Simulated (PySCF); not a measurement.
# Structure elucidation problem

The spectra below were simulated for a compound C8H12OSi.

¹H NMR (400 MHz, computed): δ 7.77 (m, 1H), 6.93 (d, 1H), 4.60 (m, 1H), 2.22 (s, 3H), 0.22 (d, 6H).

¹³C{¹H} NMR (computed): δ 177.0 (C), 155.3 (CH), 150.3 (CH), 98.5 (C), 89.3 (C), 5.3 (CH3), -2.5 (CH3).

A single conformation, no solvent, rapidly exchanging positions averaged, no relativistic terms. GIAO PBE0/pcSseg-1 shieldings; GFN2-xTB structure; PySCF 2.14.

Chemical shifts δ = σref − σ; ¹H (σ = 31.72 ppm), ¹³C (σ = 186.93 ppm) against TMS, all at this level.

Question: Choose the structure that fits.
A. C[SiH2]c1ccc(C2CC2)o1
B. C=C1C=CO[Si@H]1C1CCC1
C. CC#CC(=O)/C=C/[SiH](C)C
D. C=CCc1ccc([SiH2]C)o1

Answer: C. 

Rings plus π bonds: 4 (no ring in the answer). 7 carbon signals for 8 carbons: some carbons are equivalent by symmetry or fast rotation. Carbon types of the structure: 3 × C, 2 × CH, 3 × CH3, leaving 1 H on heteroatoms. δC 177.0: carbonyl carbon of an ynone. δC 155.3: β carbon of a C=C–C=O unit; conjugation with the carbonyl draws π density from the β position. δC 150.3: α carbon of a C=C–C=O unit; an sp2 carbon of a C=C bond. δC 98.5, 89.3: alkyne carbon; sp carbons lie upfield of alkene carbons because the cylindrical π system leaves one tensor component strongly shielded. δC -2.5: methyl carbon bonded to Si; an electropositive neighbour leaves it electron-rich and shielded.

The others: C[SiH2]c1ccc(C2CC2)o1 would give 7 signals for carbon-bound and other non-exchanging H, not 5; C=CCc1ccc([SiH2]C)o1 would give 8 carbon signals, not 7; C=C1C=CO[Si@H]1C1CCC1 would give 8 carbon signals, not 7.

Shifts are as computed. Against solution values, carbons near 30 ppm lie about +3 ppm off and those near 130 ppm about +5 ppm. Of 1211 compounds with measured shifts, 218 miss one by over three times the rms of a fit or turn the order of signals round; such compounds aren't used in these exercises. No couplings were computed; multiplicities are counted from neighbouring protons, with m where these are inequivalent, close in shift, in a saturated or five-membered ring or joined by F or P, and br s for small geminal =CH2 splittings.
